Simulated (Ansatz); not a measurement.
A nudged elastic band was laid between two geometries of GaH3N (5 atoms, charge 0, multiplicity 2).

Computed with UKS B3LYP/def2-SVPD in Ansatz 0.2.0.

| Item | Value |
| --- | --- |
| movable images | 9 |
| climbing image | yes |
| spring | 5.0 eV/Å² |
| optimiser | quadratic models (default) |
| start path | through a guess of the saddle point |
| force threshold | 0.05 eV/Å |
| iteration limit | 31 |
| end points | relaxed |

Initial state:

```xyz
5
Properties=species:S:1:pos:R:3
N -0.212 -0.687 0.065
Ga 0.828 0.792 0.426
H -0.951 -0.704 -0.630
H -0.120 -1.581 0.531
H 0.505 2.106 -0.434
```

Final state:

```xyz
5
Properties=species:S:1:pos:R:3
N -0.091 -0.169 -0.229
Ga 0.857 1.092 1.741
H -1.107 -0.195 -0.159
H 0.249 -1.126 -0.306
H 0.141 0.324 -1.089
```

Task: What changes between the two ends?

Result: Bonds broken: Ga2–H5. Bonds formed: N1–H5. GaH3N becomes Ga + H3N.

Task: Give the energies along the band, and the barrier.

Result: The run converged. The highest image is number 6 of 0 to 10, 1.35 eV above the first end and 1.32 eV above the last; the last end lies 0.03 eV above the first. A vibrational analysis at the climbing image gives one clearly imaginary mode, 1063i cm⁻¹: a first-order saddle point.

```csv
image,path coordinate (Å),energy (eV),Ga2–H5 (Å),N1–H5 (Å)
0,0.00,0.00,1.60,2.93
1,0.41,0.09,1.60,2.93
2,0.83,0.29,1.61,2.86
3,1.24,0.50,1.62,2.71
4,1.65,0.84,1.66,2.36
5,2.06,1.13,1.76,1.99
6,2.47,1.35,1.83,1.53
7,2.77,0.78,1.98,1.18
8,3.06,0.20,2.35,1.03
9,3.36,0.06,2.72,1.02
10,3.65,0.03,3.02,1.02
```

Task: What is the geometry of the highest image?

Result: 
```xyz
5
Properties=species:S:1:pos:R:3:forces:R:3
N -0.242 -0.391 0.070 0.01 0.00 0.01
Ga 0.672 1.249 1.091 0.00 0.00 0.01
H -1.162 -0.365 -0.369 -0.01 0.00 -0.01
H 0.226 -1.263 -0.180 0.00 0.00 0.00
H 0.556 0.696 -0.653 0.00 0.00 -0.01
```

Task: What are the harmonic wavenumbers there?

Result: 1063i, 335, 372, 460, 559, 1174, 1493, 3472, 3596 cm⁻¹.

The band took 11 iterations and of the order of 11 core-minutes.

Run time: 5.5 min on 2 threads of Arm Neoverse V1, with other jobs on the host, peak memory 0.23 GiB.
